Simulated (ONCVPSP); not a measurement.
## Logarithmic derivatives: scandium, ONCV

ONCVPSP 4.0.1 input, shortened (lines: element, Z, core and valence counts, functional; n l f; lmax; l rc ep ncon nbas qcut; lloc lpopt rc5 dvloc0; l nproj debl; icmod fcfact rcfact), PBE, scalar-relativistic:

```
  Sc 21.00    5    2        4      upf
    1    0    2.00
    2    0    2.00
    2    1    6.00
    3    0    2.00
    3    1    6.00
    3    2    1.00
    4    0    1.50
    2
    0    2.55    0.00    4    7    3.20
    1    2.85    0.03    4    8    3.30
    2    2.80    0.00    4    9    4.50
    4    5    2.00    3.00
    0    1    1.80
    1    3    3.90
    2    3    0.15
    0    0.00    0.00
```

In the p channel the program set the typed energies aside and used 0.050, 3.950, 7.850 Ha. In the d channel the program set the typed energies aside and used -0.236, 0.250, 0.400 Ha.

The phase is arctan(r·R′/R) of the radial function R(r), unwrapped; energies in Ha, scanned from -2 to 5 Ha. A pole is an energy at which the radial function vanishes at the test radius. The pseudo phase is shifted by a multiple of π to meet the all-electron one at the reference energy, and phase errors are pseudo minus all-electron; the curves can meet again beyond the range given. Levels narrower than the energy grid can be missing from the lists of poles.

For each channel, where are the poles, and over which energies does the pseudopotential scatter like the atom?

```json
{"channel": "s", "radius (bohr)": "2.60", "reference energy (Ha)": "-0.25", "poles, all-electron": "1.25", "poles, pseudo": "0.72, 2.18", "unbroken range about the reference energy with phases within 0.05 rad": "-1.8 to 0.4", "phase error 1 Ha above the reference energy (rad)": "-0.128"}
{"channel": "p", "radius (bohr)": "2.89", "reference energy (Ha)": "0.05", "poles, all-electron": "-1.34, 1.15, 4.65", "poles, pseudo": "1.08, 4.64", "unbroken range about the reference energy with phases within 0.05 rad": "-1.0 to 1.9", "phase error 1 Ha above the reference energy (rad)": "-0.015"}
{"channel": "d", "radius (bohr)": "2.84", "reference energy (Ha)": "-0.24", "poles, all-electron": "-0.11, 1.85", "poles, pseudo": "-0.11, 1.83, 4.24", "unbroken range about the reference energy with phases within 0.05 rad": "below 2.5", "phase error 1 Ha above the reference energy (rad)": "-0.000"}
```

Phases in the d channel:

```
E (Ha)  all-electron  pseudo
 -1.98         1.349   1.349
 -1.62         1.317   1.317
 -1.26         1.267   1.267
 -0.90         1.173   1.173
 -0.54         0.853   0.853
 -0.18        -1.397  -1.397
  0.18        -1.993  -1.993
  0.54        -3.186  -3.186
  0.90        -4.297  -4.297
  1.26        -4.549  -4.549
  1.62        -4.661  -4.662
  1.98        -4.739  -4.745
  2.34        -4.821  -4.844
  2.70        -4.958  -5.111
  3.06        -5.482  -7.184
  3.42        -7.270  -7.679
  3.78        -7.627  -7.785
  4.14        -7.732  -7.841
  4.50        -7.787  -7.885
  4.86        -7.825  -7.927
```
